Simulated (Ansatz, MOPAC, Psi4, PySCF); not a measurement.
Two rigid molecules brought together: H4Si2 ··· H2 (SMILES [SiH][SiH3] and [H][H]). Monomers: optimised at B3LYP-D3(BJ) (def2-TZVP), held rigid. Orientation: a higher rigid-body minimum at GFN2-xTB. R is the distance of the centres of mass, along which the second monomer moves.

Geometry at R = 3.36 Å (first 6 atoms: monomer A):
```
8

Si     0.1923     1.3744     1.2855
H     -0.4794     2.1568     0.1639
Si     0.0955    -0.5711    -0.1116
H      0.8556    -0.3095    -1.3656
H     -1.3190    -0.8526    -0.4821
H      0.6550    -1.7979     0.5098
H      3.0912    -0.0182     0.7337
H      3.8320    -0.0154     0.8015
```

- RHF/aug-cc-pVDZ, counterpoise-corrected (Ansatz, a first-principles code)
- PBE-D3(BJ)/def2-TZVP, counterpoise-corrected (Psi4)
- SAPT0/jun-cc-pVDZ, frozen core (Psi4)
- PM6, restricted, heats of formation (MOPAC)
- RHF/STO-3G = restricted Hartree-Fock/STO-3G, no counterpoise correction run with PySCF

Interaction energies in kJ/mol (negative: bound); R is the distance of the centres of mass, d the H6···H7 distance.

| R / Å | d / Å | RHF/aug-cc-pVDZ | PBE-D3(BJ)/def2-TZVP | SAPT0/jun-cc-pVDZ | PM6 | RHF/STO-3G |
|---|---|---|---|---|---|---|
| 2.98 | 2.76 | 9.66 | -1.74 | 4.53 | -0.34 | 6.04 |
| 3.14 | 2.87 | 6.60 | -2.42 | 2.68 | -1.24 | 3.65 |
| 3.36 | 3.03 | 3.96 | -2.68 | 1.19 | -1.69 | 1.86 |
| 3.52 | 3.15 | 2.77 | -2.61 | 0.59 | -1.68 | 1.18 |
| 3.72 | 3.30 | 1.82 | -2.36 | 0.19 | -1.47 | 0.71 |
| 4.08 | 3.59 | 0.92 | -1.76 | -0.05 | -0.90 | 0.36 |
| 4.40 | 3.86 | 0.55 | -1.25 | -0.08 | -0.46 | 0.24 |
| 4.84 | 4.24 | 0.31 | -0.72 | -0.05 | -0.14 | 0.15 |
| 5.54 | 4.86 | 0.15 | -0.27 | -0.01 | -0.02 | 0.08 |
| 6.54 | 5.78 | 0.06 | -0.07 | 0.00 | 0.00 | 0.04 |
| 7.88 | 7.05 | 0.02 | -0.02 | 0.01 | 0.00 | 0.01 |

Lowest grid point: RHF/aug-cc-pVDZ 0.02 kJ/mol at R = 7.88 Å; PBE-D3(BJ)/def2-TZVP -2.68 kJ/mol at R = 3.36 Å; SAPT0/jun-cc-pVDZ -0.08 kJ/mol at R = 4.40 Å; PM6 -1.69 kJ/mol at R = 3.36 Å; RHF/STO-3G 0.01 kJ/mol at R = 7.88 Å.
